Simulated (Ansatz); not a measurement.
Species: C7H13 (charge 0, doublet). It need not be the lowest isomer of its formula. 
Structure (B3LYP-D3(BJ)/def2-TZVP (Ansatz, a quantum-chemistry and plane-wave program) minimum search):
SMILES: C(/[CH2])(CC)=C/CC
```xyz
20

C      2.9212     0.5771    -0.1102
C      1.9118    -0.4360     0.4554
C      0.5401     0.1374     0.5869
C     -0.4963     0.0085    -0.3330
C     -0.3848    -0.7009    -1.5121
C     -1.8270     0.6559     0.0004
C     -2.7405    -0.2725     0.8057
H      3.9205     0.1408    -0.1693
H      2.9771     1.4667     0.5201
H      2.6248     0.8958    -1.1106
H      2.2584    -0.7646     1.4400
H      1.8998    -1.3239    -0.1793
H      0.3585     0.7567     1.4601
H      0.5235    -1.2135    -1.7941
H     -1.2166    -0.7644    -2.2003
H     -1.6521     1.5739     0.5666
H     -2.3299     0.9489    -0.9239
H     -2.9499    -1.1878     0.2490
H     -3.6917     0.2122     1.0347
H     -2.2693    -0.5586     1.7480
```
Charge 0, spin multiplicity 2.

Computed values are from Ansatz. Cores are frozen in the correlated levels unless marked. UHF or UKS for open shells. No spin-orbit coupling. Non-relativistic. CBS marks a two-point X^-3 extrapolation of the correlation energy; Hartree-Fock from the larger set. The bracket is a focal-point correction in the basis named.

The UHF reference is spin-contaminated (<S^2> 0.20 over the pure value in the largest basis). 

**Question.** What is the T1 diagnostic at CCSD/cc-pVTZ?

**Answer.** 0.020.

**Question.** What is the dipole moment at CCSD(T)/aug-cc-pVDZ?

**Answer.** 0.29 D.

**Question.** What is the atomisation energy De at RI-MP2/CBS(cc-pVTZ,cc-pVQZ)+[CCSD(T)-MP2]/cc-pVTZ?

**Answer.** 8137.0 kJ/mol.

**Question.** What is the total energy at RI-MP2/CBS(cc-pVTZ,cc-pVQZ)+[CCSD(T)-MP2]/cc-pVTZ?

**Answer.** -274.1380 Eh.
